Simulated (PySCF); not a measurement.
Electron correlation in Si²⁺ (silicon, charge +2)

[Ne] 3s2, closed-shell 1S. All numbers are calculated (PySCF 2.14, the spin-free X2C one-electron Hamiltonian (Gaussian nucleus), in x2c-TZVPPall). Frozen: 1s2; 10 electrons correlated.

| level | correlation energy (mhartree) |
| --- | --- |
| CCSD | -198.37 |
| (T) | -2.00 |
| CCSD(T) | -200.37 |

Diagnostics: T1 = 0.0048, D1 = 0.0132, largest double amplitude 0.107.

Question: Is a single reference adequate?

Answer: Mostly. T1 lies below 0.03, but a double amplitude of this size points to a near-degeneracy that CCSD handles and MP2 describes poorly.

This basis was not built for core-valence correlation, so the inner-shell part is incomplete.
